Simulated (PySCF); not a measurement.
Ca(F)2 anion (CaF₂), SMILES [F][Ca][F] (connectivity only; charge and spin as stated), charge -1, multiplicity 2. Atoms are numbered in the order given.

```xyz
3

Ca     0.0000     0.0000     0.0000
F      0.0000     0.0000    -2.0877
F      0.0000     0.0000     2.0877
```
Charge -1, spin multiplicity 2.

Geometry optimised at ωB97X-D3(BJ)/def2-TZVPD. The geometry has at least one imaginary mode, so it is a saddle point at that level. The spin state was assumed, not searched. The isomer is the one that the SMILES or the coordinates give; other isomers of the formula were not compared.

These are C-PCM-PBE0/def2-SVPD in PySCF values and carry that method's errors.

The values are the electrostatic part of the solvation free energy, E(continuum) − E(gas) at the gas-phase geometry, in a cavity of scaled van der Waals radii (PySCF's table); cavitation and dispersion terms are not included. A continuum can't describe solvent molecules that bind to the metal.

Task: Estimate the values in water (ε = 78.36), acetonitrile (ε = 35.69), benzene (ε = 2.27). (An estimate is asked for; the answer gives what the named calculation found.)

Result: 
```
solvent           ε  ΔG(elec) (kcal/mol)
------------  -----  -------------------
water         78.36                -54.7
acetonitrile  35.69                -53.8
benzene        2.27                -30.3
```
